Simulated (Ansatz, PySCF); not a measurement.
4-tert-butylpyridine (C9H13N), SMILES CC(C)(C)c1ccncc1.

Geometry: PBE0-D3(BJ)/def2-SVP.

Vertical ionisation energy (IE) and electron affinity (EA) in eV. Rows of orbital energies are one-electron estimates. Where ΔSCF, EOM or ADC give a negative EA the extra electron is unbound and the value depends on the basis.

| level | IE | EA |
|---|---|---|
| −ε(HOMO), −ε(LUMO), B3LYP/def2-SVP (PySCF) | 6.82 | 0.67 |
| −ε(HOMO), −ε(LUMO), PBE/def2-SVP (PySCF) | 5.49 | 1.45 |
| ΔSCF, PBE0/def2-SVPD (Ansatz), final states of multiplicity 2 and 2 | 9.17 | -0.97 |
| ΔSCF, PBE/def2-SVPD (Ansatz), final states of multiplicity 2 and 2 | ? | ? |

Q: What belongs in the gaps? (The exact figures need the calculation; the answer reports its results.)

A: 
- ΔSCF, PBE/def2-SVPD (Ansatz, an electronic-structure program), final states of multiplicity 2 and 2, IE: 8.87
- ΔSCF, PBE/def2-SVPD (Ansatz), final states of multiplicity 2 and 2, EA: -0.87

Q: What vertical singlet–triplet gap does ΔSCF give with PBE0/def2-SVPD (Ansatz) and with PBE/def2-SVPD (Ansatz)? (The exact figures need the calculation; the answer reports its results.)

A: 4.27 and 4.15 eV (triplet above singlet where positive).
